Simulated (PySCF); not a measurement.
O$_{3}$, singlet, geometry from GFN2-xTB. Base run: MN15/6-31G in PySCF.

Geometry (Å):
```xyz
3

O     -0.0695     1.0733    -0.1888
O      0.0036    -0.0059     0.4098
O      0.0658    -1.0673    -0.2209
```
Charge 0, spin multiplicity 1.
All else is at PySCF's defaults.
Base energy -225.07619 Eh.

The base run was repeated with changes; each row names its change, and settings that it needs were set with it.

| change | ΔE vs base (mEh) | grid points | electrons on the grid |
|---|---|---|---|
| base | 0.000 | 42248 | 24.00000 |
| grids.prune = off | -0.001 | 67952 | 24.00000 |
| grids.radi_method = mura_knowles | 0.000 | 40304 | 24.00000 |
| grids.level = 0 | -42.656 | 3264 | 24.00608 |
| grids.atom_grid = (30, 110) | 2.071 | 7344 | 24.00027 |
| grids.level = 2 | -0.002 | 33624 | 24.00000 |
| grids.level = 5 | -0.004 | 128936 | 24.00000 |
| grids.level = 7 | -0.004 | 260160 | 24.00000 |
| grids.becke_scheme = stratmann | -0.002 | 42248 | 24.00000 |
| grids.atom_grid = (75, 302) | 0.000 | 42248 | 24.00000 |
| grids.radi_method = delley | 0.000 | 44408 | 24.00000 |
